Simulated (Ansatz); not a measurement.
Frontier orbitals of CH3BClNO, SMILES `ClB1NCO1`.

```xyz
8

Cl   -1.936    0.992   -1.729
B    -0.798    0.297   -0.615
N     0.376    0.739    0.021
C     0.435   -0.598    0.578
O    -0.807   -0.970   -0.046
H     1.116    1.405   -0.087
H     1.258   -1.219    0.211
H     0.356   -0.647    1.667
```

Charge 0, multiplicity 1. Geometry: relaxed with PBE0-D4/def2-TZVP. Basis def2-TZVPP, Ansatz 0.2.0.

Orbital energies of one run (eV). Highest occupied ones, from the top: -7.55, -8.45, -8.84, -9.73, -10.13, -10.46, -12.79, -13.25, -13.70, -15.81, -18.34, -22.98, -24.19, -29.68. Empty: 0.58, 0.63, 1.22, 1.60, 2.21, 2.66.

Problem. Which functional gave them?
A. PBE
B. BLYP
C. HSE06 (plane-wave form)
D. ωB97X-V

Solution. C. HOMO energies: HSE06 -7.55, ωB97X-V -10.40, BLYP -6.39, PBE -6.52 eV.
